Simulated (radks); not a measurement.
The numbers below are computed, except where a source is named.
Neutral hydrogen, 1s1. Code: a radial shooting solver on a logarithmic mesh with Libxc functionals. Model: non-relativistic Kohn-Sham, PBE, spin-polarised, spherical densities, point nucleus. Every spin shell is full or empty, so the densities are truly spherical. Functionals are evaluated on that one density, not self-consistently. Rank these orbital-free kinetic functionals by their error against the exact value of the orbitals, and give that value: Thomas-Fermi, von Weizsacker, TF + vW, TF + vW/5, LC94, APBEK, Perdew 92, LKT, PG1, DePristo-Kress.

Answer. Exact: 0.494812 hartree. From best to worst, with 100 (|E| - |E exact|)/|E exact| (equal figures are ties): von Weizsacker 0.00, APBEK +1.56, LC94 +1.69, DePristo-Kress +1.98, Perdew 92 +2.14, Thomas-Fermi -8.99, TF + vW/5 +11.01, PG1 +54.24, LKT +61.68, TF + vW +91.01.
